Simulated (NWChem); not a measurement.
Species: C$_{3}$H$_{3}$FO$_{2}$; SMILES FC1=COCO1

```xyz
9

F      0.0378    -2.0183     0.0207
C      0.1026    -0.7182    -0.0059
C      1.1374     0.1218     0.0302
O      0.6464     1.4081    -0.1192
C     -0.7224     1.2735     0.1564
O     -1.0753    -0.0675    -0.1461
H      2.2091    -0.0367     0.0810
H     -0.9144     1.4534     1.2378
H     -1.3096     1.9612    -0.4672
```
Atoms are numbered in this order, from 1.

All runs: NWChem. Pople sets run with spherical d functions. All runs use the structure optimised with PBE0/def2-SVP. Total energies compare along this basis series because the functional is fixed.

```json
[
 {"level": "PBE/STO-3G", "basis functions": "33", "energy (Ha)": "-361.0137", "highest occupied level (eV)": "-1.16", "orbital gap (eV)": "4.58", "dipole (D)": "0.44", "relative time": "1"},
 {"level": "PBE/3-21G", "basis functions": "60", "energy (Ha)": "-363.9274", "highest occupied level (eV)": "-4.25", "orbital gap (eV)": "4.67", "dipole (D)": "0.77", "relative time": "1"},
 {"level": "PBE/6-31G*", "basis functions": "90", "energy (Ha)": "-365.9433", "highest occupied level (eV)": "-4.31", "orbital gap (eV)": "4.74", "dipole (D)": "0.69", "relative time": "4"},
 {"level": "PBE/6-31+G*", "basis functions": "114", "energy (Ha)": "-365.9653", "highest occupied level (eV)": "-4.80", "orbital gap (eV)": "4.56", "dipole (D)": "0.92", "relative time": "7"},
 {"level": "PBE/6-311G**", "basis functions": "126", "energy (Ha)": "-366.0518", "highest occupied level (eV)": "-4.58", "orbital gap (eV)": "4.69", "dipole (D)": "0.81", "relative time": "7"},
 {"level": "PBE/6-311++G**", "basis functions": "153", "energy (Ha)": "-366.0644", "highest occupied level (eV)": "-4.87", "orbital gap (eV)": "4.45", "dipole (D)": "0.96", "relative time": "20"}
]
```

Times are rough ratios from one shared machine.
